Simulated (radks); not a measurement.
Calculated with a radial shooting solver on a logarithmic mesh with Libxc functionals: Dirac Kohn-Sham, PBE, spin-unpolarised, spherical densities, point nucleus; open shells are shared between the two j in proportion to 2j + 1. Each species is in its NIST ground configuration. Rank Al+, P+, Cl+, Mg+, S+, Ar+, Si+ by radius at which the density is 0.001 e/bohr^3 (bohr), largest first.

Answer. Si+ 3.93, Al+ 3.89, P+ 3.84, Mg+ 3.81, S+ 3.71, Cl+ 3.57, Ar+ 3.44.
